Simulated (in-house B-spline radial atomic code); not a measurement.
## Ionising the gold ion Au⁴⁺ with different functionals

Computed with an all-electron radial atomic-structure program (B-spline basis): four-component Dirac-Coulomb Hamiltonian, Fermi nucleus of rms radius 5.4371 fm, spin-restricted, spherical fractional occupations for the functionals. The ionisation energy is the difference of two self-consistent energies, [Xe] 4f14 5d7 → [Xe] 4f14 5d6, without Breit or QED terms; ε is the level of the shell that loses the electron (mean over j). The electron is taken from both j subshells in proportion to 2j + 1, so the result is a j average, not the step between ground levels.

Hybrids are left out here: with spherical fractional occupations of an open shell their exact exchange keeps a self-interaction that integer-occupation calculations don't have.

```csv
method,rung,ΔSCF (eV),-ε(5d) (eV)
LDA VWN5,LDA,62.80,55.24
relativistic LDA,LDA,62.81,55.25
LDA PW92,LDA,62.79,55.24
LDA exchange-only,LDA,61.08,53.56
PBE,GGA,62.49,54.94
PBEsol,GGA,62.53,54.97
BLYP,GGA,?,?
RPBE,GGA,62.42,54.87
PW91,GGA,62.58,55.03
BP86,GGA,62.59,55.04
AM05,GGA,?,?
OLYP,GGA,62.68,55.10
```

(1) What does AM05 give?

(2) What does BLYP give?

(3) How do they compare with the NIST value?

Results:

(1) ΔSCF 62.54 eV, and -ε(5d) = 54.98 eV.

(2) ΔSCF 62.34 eV, and -ε(5d) = 54.79 eV.

(3) NIST lists 60 eV ± 1.9 (tabulated theory, ground level to ground level). Errors run from +1.08 to +2.81 eV; all lie within about twice that uncertainty, so the table can't rank the methods.
